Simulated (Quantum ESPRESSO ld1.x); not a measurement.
Task: Be II, 3 electrons, occupied as [He] 2s1 (the NIST ground configuration). Calculated with ld1.x of Quantum ESPRESSO 7.5: non-relativistic Kohn-Sham, PW91, spin-unpolarised, spherical densities, point nucleus; without spin polarisation the odd electron is poorly described. Some entries of the table are withheld. Estimate them.

| orbital | occ. | eigenvalue (Ry) | <r> (bohr) | <1/r> (bohr^-1) |
|---|---|---|---|---|
| 1s | 2 | (1) | 0.4196 | 3.669 |
| 2s | 1 | (2) | 2.292 | 0.6202 |
| 2p | 0 | -0.72019 | 2.403 | 0.5358 |
| 3s | 0 | -0.27196 | 5.986 | (3) |
| 3d | 0 | -0.17512 | (4) | 0.1968 |

Result: 
(1) 1s eigenvalue (Ry): -8.67467
(2) 2s eigenvalue (Ry): -1.00872
(3) 3s <1/r> (bohr^-1): 0.2400
(4) 3d <r> (bohr): 6.054
